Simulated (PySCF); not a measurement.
C2H6NO, charge +1. Atoms are numbered in the order given.

```xyz
10

C     -0.3816    -1.3722     0.0000
C      0.0153     0.0605     0.0000
N     -0.8572     1.0308     0.0000
O      1.2636     0.4208     0.0000
H      0.0389    -1.8665     0.8919
H     -1.4710    -1.5003     0.0000
H      0.0389    -1.8665    -0.8919
H     -0.5482     2.0045     0.0000
H     -1.8566     0.8426     0.0000
H      1.8881    -0.3256     0.0000
```
Charge +1, spin multiplicity 1.

Geometry optimised at B3LYP-D3(BJ)/def2-SVP. The isomer is the one that the SMILES or the coordinates give; other isomers of the formula were not compared. Other conformers were not sampled.

Calculation: PySCF with PBE0/def2-TZVP.

ESP charges are fitted to the potential on shells at 1.4 to 2.0 van der Waals radii. Atomic charges (e):

| atom | ESP fit | Löwdin |
|---|---|---|
| C1 | -0.64 | -0.23 |
| C2 | 0.65 | -0.34 |
| N3 | -0.66 | 0.15 |
| O4 | -0.42 | 0.23 |
| H5 | 0.24 | 0.17 |
| H6 | 0.25 | 0.16 |
| H7 | 0.24 | 0.17 |
| H8 | 0.45 | 0.22 |
| H9 | 0.43 | 0.22 |
| H10 | 0.46 | 0.24 |

Computed Mayer and Wiberg (Löwdin basis) orders of the bonds:
| bond | Mayer | Wiberg |
|---|---|---|
| C1–C2 | 1.05 | 1.31 |
| C2–N3 | 1.56 | 1.92 |
| C2–O4 | 1.38 | 1.93 |
| C1–H5 | 0.92 | 0.86 |
| C1–H6 | 0.95 | 0.88 |
| C1–H7 | 0.92 | 0.86 |
| N3–H8 | 0.86 | 0.87 |
| N3–H9 | 0.87 | 0.88 |
| O4–H10 | 0.83 | 0.93 |
